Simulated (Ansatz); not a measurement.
Relaxation of CH6Sn (8 atoms, charge 0, multiplicity 1), to a largest force component of 0.03 eV/Å in at most 50 steps.

Theory: RKS PBE0-D4/def2-SVP (Ansatz 0.2.0).

```xyz
8
Properties=species:S:1:pos:R:3
Sn 0.230 0.001 0.042
C 1.057 -0.020 2.013
H 0.405 -0.153 2.889
H 1.800 -0.830 1.988
H 1.592 0.937 2.112
H 1.932 0.121 -0.180
H -0.665 1.382 -0.407
H -0.492 -1.438 -0.518
```

Question: Where does it end, and by what steps?

Answer: The run converged. After 5 steps the energy has fallen by 0.639 eV; H6 moved furthest, 0.80 Å.

| step | energy less start (eV) | largest force component (eV/Å) | accepted |
| --- | --- | --- | --- |
| 0 | 0.0000 | 1.415 | yes |
| 1 | -0.3035 | 0.794 | yes |
| 2 | -0.4736 | 0.381 | yes |
| 3 | -0.5934 | 0.211 | yes |
| 4 | -0.6386 | 0.066 | yes |
| 5 | -0.6394 | 0.005 | yes |

```xyz
8
Properties=species:S:1:pos:R:3
Sn 0.450 0.019 0.038
C 1.059 -0.022 2.100
H 0.181 -0.139 2.750
H 1.745 -0.863 2.272
H 1.572 0.914 2.358
H 1.826 0.162 -0.977
H -0.589 1.355 -0.244
H -0.385 -1.427 -0.359
```

Whether the end is a true minimum wasn't checked by a vibrational analysis.

The run took 14 s on 1 thread of Arm Neoverse V2, with other jobs on the host, peak memory 0.13 GiB.
